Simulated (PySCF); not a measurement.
One of the candidates below gave these computed data.

All candidates are Si5H12.

- 1H NMR: chemical shifts (computed TMS as zero) by class: 3.88 (12 H) ppm [GIAO B97-2/pcSseg-2]
- Dipole: 0.05 D [B97-2/pcSseg-2]
- NMR, other nuclei: isotropic shieldings of nuclei other than C and H, by class: 446 (4 Si), 510 (1 Si) ppm [GIAO B97-2/pcSseg-2]
- Rotational structure: rotational constants A, B, C: 1.042, 1.035, 1.028 GHz [PBE0-D3(BJ)/def2-TZVP]

Gas-phase values; electronic properties from PySCF, density fitting. Levels stand in brackets. Geometry: PBE0-D3(BJ)/def2-TZVP; no solvent, vibrations or thermal averaging. NMR classes are plain means over equivalent atoms (diastereotopic ones count apart unless rotation or inversion swaps them), as if these changed places fast.

Question: Which candidate is it?
A. `[SiH3][SiH2][SiH2][SiH2][SiH3]`
B. `[SiH3][Si]([SiH3])([SiH3])[SiH3]`
C. `[SiH3][SiH2][SiH]([SiH3])[SiH3]`

Answer: B. It is `[SiH3][Si]([SiH3])([SiH3])[SiH3]`. Numbering: `[SiH3:1][Si:2]([SiH3:3])([SiH3:4])[SiH3:5]`. Its formula, Si5H12, gives 0 degrees of unsaturation, so no ring and no π bond. All hydrogens form one class (3.88 ppm): Si–H hydrogen. The other shieldings belong to: 446 ppm, SiH3 silicon [Si1/Si3/Si4/Si5]; 510 ppm, four-coordinate silicon [Si2]. By its constants the optimised geometry is a nearly spherical top.

The others, at the same levels:
- `[SiH3][SiH2][SiH]([SiH3])[SiH3]` fails: its computed 1H shifts are 3.84 (6 H), 3.79 (3 H), 3.70 (2 H), 3.33 (1 H) ppm, rotational constant A is 1.845 GHz (against 1.042 GHz) and smallest rotational constant is 0.589 GHz (against 1.028 GHz).
- `[SiH3][SiH2][SiH2][SiH2][SiH3]` fails: its computed 1H shifts are 3.78 (6 H), 3.63 (4 H), 3.59 (2 H) ppm, rotational constant A is 5.236 GHz (against 1.042 GHz) and smallest rotational constant is 0.405 GHz (against 1.028 GHz).

Each candidate is one conformer, not necessarily the lowest. Dipoles, sizes and rotational constants follow the conformer. The torsions of the flexible species, by atom-mapped SMILES:
- `[SiH3:1][SiH2:2][SiH:3]([SiH3:4])[SiH3:5]`: Si1–Si2–Si3–Si4 177°
- `[SiH3:1][SiH2:2][SiH2:3][SiH2:4][SiH3:5]`: Si1–Si2–Si3–Si4 -178°, Si2–Si3–Si4–Si5 180°
